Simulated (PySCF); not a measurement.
**Which basis set comes closest?**

Molecule: SMILES c1cc(F)ccc1F, C$_{6}$H$_{4}$F$_{2}$.

Bonds (- single, = double, # triple, : aromatic): F1-C2 1.332 Å, C2:C3 1.390 Å, C3:C4 1.393 Å, C4:C5 1.390 Å, C5-F6 1.332 Å, C5:C7 1.390 Å, C7:C8 1.393 Å, C8:C2 1.390 Å. C3 carries H9; C4 carries H10; C7 carries H11; C8 carries H12.

Geometry PBE0-D3(BJ)/def2-SVP throughout; GIAO in PySCF, gas phase, one conformer, non-relativistic; equivalent atoms averaged; functional PBE0.

Reference values (measured; G. Saielli, R. Bini, A. Bagno, Computational 19F NMR. 2. Organic compounds, RSC Adv. 2014, ESI (exp. from Berger-Braun-Kalinowski 1994 and Everett 1995)): δ(F1/F6) = -120.1 ppm vs CFCl3. Computed shifts are taken against CFCl3, calculated as an isolated molecule at each level.

Question: How do the basis sets STO-3G, pcSseg-0, 6-31G, 6-31G*, cc-pVDZ, def2-SVP, pcSseg-1, aug-cc-pVDZ, 6-311+G(2d,p), def2-TZVP, cc-pVTZ, IGLO-III perform against the reference? Times are CPU seconds on shared hosts with different chips, so compare them loosely.

Answer: 
| basis set | functions | F1/F6 | abs. error F | core-s |
| --- | --- | --- | --- | --- |
| STO-3G | 44 | -20.3 | 99.8 | 2.6 |
| pcSseg-0 | 80 | -112.5 | 7.6 | 6.5 |
| 6-31G | 80 | -125.5 | 5.4 | 5.2 |
| 6-31G* | 120 | -112.3 | 7.8 | 8.3 |
| cc-pVDZ | 132 | -107.2 | 12.9 | 12 |
| def2-SVP | 132 | -98.2 | 21.9 | 12 |
| pcSseg-1 | 156 | -118.5 | 1.6 | 12 |
| aug-cc-pVDZ | 220 | -118.5 | 1.6 | 27 |
| 6-311+G(2d,p) | 240 | -125.7 | 5.6 | 21 |
| def2-TZVP | 272 | -120.9 | 0.8 | 38 |
| cc-pVTZ | 296 | -116.7 | 3.4 | 41 |
| IGLO-III | 320 | -124.1 | 4.0 | 46 |

For 19F the closest is def2-TZVP (0.8 ppm) and the furthest STO-3G (99.8 ppm). Where a smaller basis beats a larger one, errors probably cancel. One molecule is a small sample, and vibrational and solvent effects are absent from the calculation.

A small basis that lands close on one nucleus may do so by chance; judge by the trend and by all nuclei.
